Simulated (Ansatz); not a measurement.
`[OH][GaH][GeH3]` + `C=O` → `O=[CH][GeH3]` + `[OH][GaH2]`  (formal exchange of groups at a Ge–Ga bond)

Calculated with Ansatz (gas phase, PBE0-D4/def2-TZVP geometries, no zero-point term in ΔE). CBS: MP2 limit from def2 TZ/QZ plus the TZ coupled-cluster correction, frozen cores. This one scheme is used for every species. Functionals use def2-TZVPP. HSE06 is defined as in plane-wave codes. For Ga, Ge outer-core shells are correlated without core-valence functions, which leaves a few kJ/mol of doubt a bond. Scalar relativity is left out up to krypton. One conformer a species, not always the lowest.

`[OH][GaH][GeH3]`:

```xyz
8

O     2.148    0.420   -0.908
Ga    1.105   -0.430    0.274
Ge   -1.296    0.022    0.232
H     1.675    1.014   -1.495
H     1.907   -1.388    1.213
H    -1.775    0.590    1.580
H    -2.097   -1.266   -0.033
H    -1.667    1.039   -0.863
```

`C=O`:

Cartesian coordinates in Å:
```
C -0.001 0.003 -0.004
O 0.133 -0.640 0.995
H -0.792 0.772 -0.106
H 0.659 -0.134 -0.885
```

`O=[CH][GeH3]`:

```xyz
7

O    -1.381    1.561   -0.287
C    -0.629    0.726   -0.705
Ge    0.425   -0.491    0.492
H    -0.492    0.600   -1.806
H     1.921   -0.290    0.196
H     0.103   -0.160    1.952
H     0.053   -1.945    0.158
```

`[OH][GaH2]`:

Cartesian coordinates in Å:
```
O -0.916 0.713 0.529
Ga 0.430 -0.091 -0.330
H -1.397 0.138 1.127
H 0.677 -1.606 -0.027
H 1.206 0.846 -1.299
```

```csv
level,ΔE (kcal/mol)
revPBE-D4,14.6
HSE06-D4,16.0
BLYP,14.3
HF/def2-QZVPP,14.7
```

Task: What does CCSD(T)/CBS give? (Best estimate.)

Result: Ansatz gave: +16.0 kcal/mol. The listed levels differ from it by -1.4, 0.0, -1.7, -1.3 kcal/mol.

Largest T1 diagnostic among the species: 0.015.

From PBE to PBE0 (25 % exact exchange), in def2-TZVPP and without D4, ΔE moves by +0.7 kcal/mol. Leaving LDA and LC-ωPBE aside and taking each functional with its dispersion term where it has one, the values, not all of them listed here, spread over 3.1 kcal/mol, from B97M-V to BHLYP-D4. LDA lies −0.9 kcal/mol from PBE without D4.
